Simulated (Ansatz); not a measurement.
Gas-phase electronic energies from Ansatz, PBE0-D4/def2-TZVP geometries. CBS: MP2 limit from def2 TZ/QZ plus the TZ coupled-cluster correction, frozen cores. This one scheme is used for every species. Functionals use def2-TZVPP. B3LYP here is the variant with VWN-RPA as its local correlation; programs differ in this. HSE06 is defined as in plane-wave codes. For As outer-core shells are correlated without core-valence functions, which leaves a few kJ/mol of doubt a bond. Scalar relativity is left out up to krypton. Each species was taken in one conformer, which may not be the lowest.

`C=NBC[SiH3]` + `[AsH3]` → `[SiH3]CB[AsH2]` + `C=N`  (ligand exchange at a B–N bond)

`C=NBC[SiH3]`:

Cartesian coordinates in Å:
```
C -1.746 1.809 -1.033
N -1.263 0.694 -0.789
B -0.725 -0.528 -0.525
C -0.002 -0.839 0.833
Si 1.854 -0.642 0.648
H -2.793 2.043 -0.813
H -1.146 2.608 -1.482
H -0.796 -1.344 -1.402
H -0.184 -1.875 1.136
H -0.326 -0.180 1.644
H 2.196 0.771 0.327
H 2.560 -1.014 1.905
H 2.373 -1.504 -0.448
```

`[AsH3]`:

Z-matrix (Å, degrees):
```
As
H 1 1.522
H 1 1.522 2 92.0
H 1 1.522 2 92.0 3 -92.1
```

`[SiH3]CB[AsH2]`:

Z-matrix (Å, degrees):
```
Si
C 1 1.894
H 1 1.486 2 110.1
H 1 1.487 2 109.2 3 119.6
H 1 1.486 2 110.8 3 -120.5
B 2 1.538 1 107.6 3 65.5
H 2 1.094 1 105.2 3 -58.0
H 2 1.095 1 104.8 3 -173.8
As 6 2.012 2 123.2 1 -83.9
H 6 1.198 2 120.1 1 84.8
H 9 1.515 6 97.0 2 -142.3
H 9 1.517 6 98.8 2 -45.1
```

`C=N`:

```xyz
5

C     0.110   -0.232   -0.294
N    -0.652    0.081    0.660
H     0.987    0.344   -0.611
H    -0.101   -1.142   -0.859
H    -0.345    0.948    1.103
```

```
             level  ΔE (kcal/mol)  difference from CCSD(T)/CBS
       LDA (SPW92)           26.6                          8.2
            PBE-D4           22.5                          4.1
         revPBE-D4           21.4                          3.0
           PBE0-D4           21.0                          2.6
          B3LYP-D4           22.8                          4.4
        r2SCANh-D4           21.8                          3.4
          HSE06-D4           21.1                          2.7
          BHLYP-D4           21.1                          2.7
      CAM-B3LYP-D4           23.2                          4.8
           ωB97X-V           20.0                          1.6
            B2PLYP           21.6                          3.2
          PBE-QIDH           19.4                          1.0
               PBE           23.1                          4.7
            revPBE           22.2                          3.8
              BLYP           25.0                          6.6
            r2SCAN           22.4                          4.0
              PBE0           21.5                          3.1
             B3LYP           23.9                          5.5
           r2SCANh           21.9                          3.5
           r2SCAN0           21.3                          2.9
             HSE06           21.6                          3.2
             BHLYP           22.4                          4.0
         CAM-B3LYP           23.8                          5.4
           LC-ωPBE           21.0                          2.6
RPA@PBE/def2-TZVPP           17.3                         -1.1
       HF/def2-SVP           23.2                          4.8
      MP2/def2-SVP           23.9                          5.5
     CCSD/def2-SVP           24.0                          5.6
  CCSD(T)/def2-SVP           24.3                          5.9
     HF/def2-TZVPP           19.5                          1.1
    MP2/def2-TZVPP           18.4                          0.0
SCS-MP2/def2-TZVPP           18.7                          0.3
   CCSD/def2-TZVPP           18.6                          0.2
CCSD(T)/def2-TZVPP           18.6                          0.2
     HF/def2-QZVPP           19.7                          1.3
    MP2/def2-QZVPP           18.4                          0.0
SCS-MP2/def2-QZVPP           18.7                          0.3
      HF/CBS(def2)           19.7                          1.3
     MP2/CBS(def2)           18.2                         -0.2
    CCSD/CBS(def2)           18.4                          0.0
       CCSD(T)/CBS           18.4                            0
```

Largest T1 diagnostic among the species: 0.014.

In def2-TZVPP, CCSD(T) changes the Hartree–Fock value by −0.9 kcal/mol (the triples alone add +0.0 kcal/mol) and MP2 by −1.1 kcal/mol. Leaving LDA and LC-ωPBE aside and taking each functional with its dispersion term where it has one, the values, not all of them listed here, spread over 4.4 kcal/mol, from PBE-QIDH to BLYP-D4. LDA lies +3.5 kcal/mol from PBE without D4.
